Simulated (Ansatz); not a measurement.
`CN(C)[Si](Br)(Br)N(C)C`, relaxed with RKS PBE-D4/def2-SVP in Ansatz 0.2.0 from a rough embedded geometry. The force threshold is 0.03 eV/Å; the program also tests the step.

The species carries charge 0 and has multiplicity 1.

Start:

```xyz
21

C    -0.086    0.304   -2.091
N    -0.833    0.678   -0.860
C    -2.085    1.381   -1.247
Si   -0.757   -0.438    0.545
Br   -1.744   -2.283   -0.096
Br   -1.743    0.472    2.269
N     0.897   -0.669    0.841
C     1.339   -1.760    1.732
C     1.739    0.477    1.080
H    -0.654   -0.416   -2.689
H    -0.023    1.252   -2.737
H     0.893   -0.006   -1.893
H    -2.812    0.714   -1.714
H    -2.604    1.820   -0.372
H    -1.896    2.169   -1.932
H     2.381   -1.915    1.628
H     0.855   -2.695    1.440
H     1.075   -1.545    2.744
H     2.834    0.194    0.972
H     1.596    1.328    0.321
H     1.630    0.938    2.062
```

Q: How much energy does the relaxation release, and in how many steps? (An estimate is asked.)

A: Ansatz gave: 0.71 eV, in 8 steps.

Q: Which bonds change most? (An estimate is asked.)

A: Computed: Si4–Br6 from 2.185 to 2.260 Å; Si4–Br5 from 2.188 to 2.260 Å; N2–Si4 from 1.795 to 1.730 Å; C1–H12 from 1.046 to 1.107 Å.

Q: Give the relaxed structure. (Estimate.)

A: Ansatz gave: 
```xyz
21

C    -0.073    0.232   -2.045
N    -0.910    0.582   -0.904
C    -2.050    1.415   -1.252
Si   -0.817   -0.413    0.508
Br   -1.698   -2.472    0.207
Br   -2.048    0.579    2.124
N     0.845   -0.614    0.945
C     1.381   -1.762    1.656
C     1.668    0.584    1.064
H    -0.639   -0.328   -2.828
H     0.341    1.150   -2.521
H     0.777   -0.398   -1.719
H    -2.733    0.913   -1.978
H    -2.635    1.673   -0.349
H    -1.704    2.365   -1.719
H     2.396   -2.014    1.272
H     0.734   -2.648    1.514
H     1.477   -1.573    2.752
H     2.684    0.402    0.645
H     1.211    1.422    0.503
H     1.793    0.905    2.126
```
